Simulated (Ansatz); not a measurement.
`[F][Y]([Cl])[Cl]` + H₂O → `[OH][Y]([F])[Cl]` + HCl at 700 K and 1 bar (formal hydrolysis of a Y–Cl bond).

Isolated molecules relaxed with PBE0-D4/def2-TZVP in Ansatz; ΔE leaves out vibrations. CCSD(T)/CBS is the MP2 limit (def2-TZVPP, def2-QZVPP) plus CCSD(T) − MP2 in def2-TZVPP, frozen cores. This one scheme is used for every species. def2 core potentials past Kr. For Y outer-core shells are correlated without core-valence functions, which leaves a few kJ/mol of doubt a bond. Each species was taken in one conformer, which may not be the lowest.

```json
{"species": "`[F][Y]([Cl])[Cl]`", "CCSD(T)/CBS energy (Eh)": "-1057.86408", "H − E (kJ/mol)": "59.5", "S (J/(mol·K))": "416.9"}
{"species": "H₂O", "CCSD(T)/CBS energy (Eh)": "-76.37941", "H − E (kJ/mol)": "80.5", "S (J/(mol·K))": "218.4"}
{"species": "`[OH][Y]([F])[Cl]`", "CCSD(T)/CBS energy (Eh)": "-673.84260", "H − E (kJ/mol)": "96.1", "S (J/(mol·K))": "431.8"}
{"species": "HCl", "CCSD(T)/CBS energy (Eh)": "-460.38127", "H − E (kJ/mol)": "38.4", "S (J/(mol·K))": "211.8"}
```

H − E and S are ideal-gas, rigid-rotor, harmonic terms from PBE0-D4/def2-TZVP, for one conformer and one mirror image of each species. 1 Eh = 2625.50 kJ/mol, R = 8.31446 J/(mol·K).

Problem. By hand: ΔE, ΔH, ΔS and ΔG.

Solution. ΔE = (-673.84260) + (-460.38127) − (-1057.86408) − (-76.37941) = 0.01962 Eh = 51.5 kJ/mol. Δ(H − E) = 96.1 + 38.4 − 59.5 − 80.5 = -5.5, so ΔH = 46.0 kJ/mol. ΔS = 431.8 + 211.8 − 416.9 − 218.4 = 8.3 J/(mol·K). ΔG = 46.0 − 700 × (8.3)/1000 = 40.2 kJ/mol.

Problem. By hand: the equilibrium constant, and the temperature at which ΔG would vanish if ΔH and ΔS stayed fixed.

Solution. log₁₀ K = −ΔG/(RT ln 10) = -3.0. ΔG = 0 at ΔH/ΔS = 5542 K, far beyond where these terms or the molecules hold.

The number of gas molecules stays the same, so ΔS is small and ΔH decides. A doubt of 5 kJ/mol in ΔE shifts log₁₀ K by 0.4 here. Other conformers and mirror images would add mixing entropy, several J/(mol·K) or more a flexible species. Modes under 60 cm⁻¹, often nearly free rotors, make the harmonic entropy too high. These are equilibria of isolated gas molecules and say nothing of rates. Largest T1 diagnostic: 0.013 (customary marks: 0.02 for closed shells, 0.045 for open ones).
